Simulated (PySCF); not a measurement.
## Mn⁺: excitation energy

Mn⁺ [Ar] 3d5 4s1 (7S) → Mn⁺ [Ar] 3d6 (5D), as a difference of total energies. Calculation: PySCF 2.14, in aug-cc-pVTZ (8s7p5d3f2g, 93 functions); the non-relativistic Hamiltonian (point nucleus). Correlated levels: valence: [Ar] frozen. The calculations carry no spin-orbit coupling.

```tsv
method	excitation energy (eV)	difference from reference (eV)
UHF	3.233	+1.425
LDA	1.219	-0.589
PBE	1.214	-0.594
PBE0	1.515	-0.293
r2SCAN	1.782	-0.026
BLYP	0.959	-0.849
B3LYP	1.200	-0.608
PBEsol	1.279	-0.529
TPSSh	1.215	-0.593
MP2 (valence)	1.798	-0.010
SCS-MP2 (valence)	1.331	-0.477
```

Reference: 1.808 eV (measured; NIST levels, between the centres of gravity of the two terms).

These non-relativistic numbers lack the scalar-relativistic shift.

Errors of the correlated levels include the incompleteness of this basis and the frozen core.
